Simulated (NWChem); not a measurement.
System: CH$_{3}$FTe; SMILES C[Te]F

Input file for NWChem:

```
start job
memory heap 200 mb stack 900 mb global 1100 mb
geometry units angstroms
  Te    -0.011781     0.005041     0.309560
  F     -0.353894    -1.286205    -1.171919
  C      0.529325     1.531247    -1.102168
  H      0.763554     2.419853    -0.531431
  H     -0.309250     1.738242    -1.754233
  H      1.383663     1.205784    -1.681076
end
basis spherical
  * library def2-svp
end
ecp
  Te library def2-ecp
end
dft
  xc xpbe96 cpbe96
  disp vdw 4
  iterations 150
end
driver
  maxiter 120
end
task dft optimize
dft
  grid fine
  convergence energy 1d-8 density 1d-7
end
task dft freq numerical
```

Excerpt of the output:

```
             Northwest Computational Chemistry Package (NWChem) 7.3.0
             --------------------------------------------------------

 C1  symmetry detected

                             Geometry "geometry" -> ""
                             -------------------------

 Output coordinates in angstroms (scale by  1.889725989 to convert to a.u.)

  No.       Tag          Charge          X              Y              Z
 ---- ---------------- ---------- -------------- -------------- --------------
    1 Te                  52.0000     0.38448033     0.01418517     0.00017200
    2 F                    9.0000    -0.97470985     1.47423285    -0.00042511
    3 C                    6.0000    -1.16574719    -1.47305023     0.00155823
    4 H                    1.0000    -0.67696189    -2.43790629    -0.01758054
    5 H                    1.0000    -1.77478790    -1.36531805    -0.88653350
    6 H                    1.0000    -1.77435550    -1.36419862     0.88964680

 Effective nuclear repulsion energy (a.u.)     255.2804105868

                                Z-matrix (autoz)
                                --------

 Units are Angstrom for bonds and degrees for angles

      Type          Name      I     J     K     L     M      Value
      ----------- --------  ----- ----- ----- ----- ----- ----------
    1 Stretch                  1     2                       1.99478
    2 Stretch                  1     3                       2.14827
    3 Stretch                  3     4                       1.08177
    4 Stretch                  3     5                       1.08224
    5 Stretch                  3     6                       1.08211
    6 Bend                     1     3     4               106.94226
    7 Bend                     1     3     5               109.67301
    8 Bend                     1     3     6               109.67887
    9 Bend                     2     1     3                90.86083
   10 Bend                     4     3     5               109.18051
   11 Bend                     4     3     6               111.00001
   12 Bend                     5     3     6               110.30074
   13 Torsion                  2     1     3     4         178.91240
   14 Torsion                  2     1     3     5          60.64073
   15 Torsion                  2     1     3     6         -60.63595

                           NWChem Geometry Optimization
                           ----------------------------

[...]

      ----------------------
      Optimization converged
      ----------------------

  Step       Energy      Delta E   Gmax     Grms     Xrms     Xmax
  ---- ---------------- -------- -------- -------- -------- --------
@    6    -407.48617899 -3.3D-08  0.00005  0.00001  0.00025  0.00059
                                     ok       ok       ok       ok

                                Z-matrix (autoz)
                                --------

 Units are Angstrom for bonds and degrees for angles

[...]

 Rotational Constants
 --------------------
 A=   0.294125 cm-1  (  0.423171 K)
 B=   0.204790 cm-1  (  0.294641 K)
 C=   0.123700 cm-1  (  0.177973 K)

 Temperature                      =   298.15K
 frequency scaling parameter      =   1.0000

 Zero-Point correction to Energy  =   22.966 kcal/mol  (  0.036599 au)
 Thermal correction to Energy     =   26.002 kcal/mol  (  0.041437 au)
 Thermal correction to Enthalpy   =   26.594 kcal/mol  (  0.042380 au)

 Total Entropy                    =   74.456 cal/mol-K
   - Translational                =   41.173 cal/mol-K (mol. weight = 163.9286)
   - Rotational                   =   24.874 cal/mol-K (symmetry #  =        1)
   - Vibrational                  =    8.409 cal/mol-K

 Cv (constant volume heat capacity) =   13.868 cal/mol-K
   - Translational                  =    2.979 cal/mol-K
   - Rotational                     =    2.979 cal/mol-K
   - Vibrational                    =    7.909 cal/mol-K

[normal modes left out]

 ----------------------------------------------------------------------------
 Normal Eigenvalue ||           Projected Infra Red Intensities
  Mode   [cm**-1]  || [atomic units] [(debye/angs)**2] [(KM/mol)] [arbitrary]
 ------ ---------- || -------------- ----------------- ---------- -----------
    1       -0.000 ||    0.000710           0.016         0.692       1.160
    2       -0.000 ||    0.002963           0.068         2.888       4.840
    3       -0.000 ||    0.000149           0.003         0.145       0.243
    4        0.000 ||    0.000003           0.000         0.003       0.005
    5        0.000 ||    0.000392           0.009         0.382       0.640
    6        0.000 ||    0.001810           0.042         1.765       2.958
    7       67.883 ||    0.000000           0.000         0.000       0.000
    8      156.824 ||    0.003003           0.069         2.928       4.906
    9      511.122 ||    0.005216           0.120         5.085       8.521
   10      586.660 ||    0.037414           0.863        36.473      61.121
   11      781.425 ||    0.013286           0.307        12.952      21.705
   12      809.223 ||    0.013699           0.316        13.354      22.379
   13     1186.836 ||    0.005922           0.137         5.774       9.675
   14     1361.372 ||    0.006833           0.158         6.661      11.163
   15     1388.208 ||    0.014346           0.331        13.985      23.437
   16     2989.010 ||    0.003233           0.075         3.152       5.282
   17     3104.709 ||    0.001154           0.027         1.125       1.885
   18     3129.599 ||    0.000048           0.001         0.047       0.079
 ----------------------------------------------------------------------------
```

Level: PBE-D3(BJ)/def2-SVP with def2 effective core potentials on Te. def2 effective core potentials on Te; no spin-orbit coupling.
